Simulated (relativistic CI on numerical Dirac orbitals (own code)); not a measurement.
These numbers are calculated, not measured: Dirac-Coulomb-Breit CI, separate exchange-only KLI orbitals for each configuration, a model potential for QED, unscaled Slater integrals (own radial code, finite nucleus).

Configuration list (outside the closed core [Ar] 3d10): 4s2.4p6.4d2, 4s2.4p6.4d.4f, 4s2.4p5.4d3, 4s.4p6.4d3, 4s2.4p5.4d2.4f, 4s.4p6.4d2.4f, 4s2.4p6.4d.5s, 4s2.4p6.4f.5s, 4s2.4p6.4d.5p, 4s2.4p6.4d.5d, 4s2.4p5.4d2.5s, 4p6.4d3.4f, 4s2.4p6.4d.5f, 4s2.4p6.5s.5p, 4s.4p6.4d.4f.5s, 4s2.4p6.4d.5g, 4s.4p6.4d2.5s, 4s2.4p5.4d2.5d, 4s2.4p6.4d.6s, 4s2.4p6.4d.6d, 4s2.4p6.4f2, 4s2.4p5.4f3, 4s.4p6.4f3, 4p6.4d4, 4p5.4d5, 4p5.4d4.4f, 4s2.4p6.4f.5p, 4s2.4p5.4f2.5p, 4s.4p6.4f2.5p, 4s2.4p6.5s2, 4s2.4p5.4f.5s2, 4s.4p6.4f.5s2, 4s2.4p6.5p2, 4s2.4p5.4f.5p2, 4s.4p6.4f.5p2, 4p6.4d3.5s, 4p5.4d4.5s, 4p5.4d3.4f.5s, 4s.4p6.4d.5s2, 4s.4p5.4d.4f.5s2, 4p6.4d.4f.5s2. Double excitations out of closed p, d and f shells are left out; levels of such configurations are missing from the list, as are those of other unlisted configurations, and high levels can miss mixing partners. These lack a partner that the ground configuration has and come out too high: 4s2.4p5.4d2.5s, 4s.4p6.4d2.5s, 4s2.4p5.4d2.5d.

At this charge energies of transitions that change n are usually good to better than 1 %, and those within a shell (Δn = 0) to a few per cent. Terms inside the open d or f shell come out 10 to 20 % too wide with unscaled integrals.

Outline of the computed level scheme of Re XXXVIII. Lowest level of each configuration: 4s2.4p6.4d2 3F_2 at 0.000 eV; 4s2.4p5.4d3 3D°_2 at 160.821 eV.

Some strong electric-dipole decays among the lowest 45 levels: 4s2.4p5.4d3 3F°_2 → 4s2.4p6.4d2 3F_2 (2.2e+11 s⁻¹); 4s2.4p5.4d3 3G°_3 → 4s2.4p6.4d2 3F_2 (1.7e+11 s⁻¹); 4s2.4p5.4d3 3P°_1 → 4s2.4p6.4d2 3F_2 (1.6e+11 s⁻¹); 4s2.4p5.4d3 3P°_1 → 4s2.4p6.4d2 3F_2 (1.5e+11 s⁻¹); 4s2.4p5.4d3 3P°_1 → 4s2.4p6.4d2 3P_0 (1.1e+11 s⁻¹); 4s2.4p5.4d3 3F°_2 → 4s2.4p6.4d2 3F_2 (2.9e+10 s⁻¹); 4s2.4p5.4d3 3G°_4 → 4s2.4p6.4d2 3F_3 (2.0e+10 s⁻¹); 4s2.4p5.4d3 5D°_3 → 4s2.4p6.4d2 3P_2 (1.5e+10 s⁻¹).

LS names give the leading component of a level, which can be under half, so a name can repeat, a term be missing and a line seem to break the LS rules.
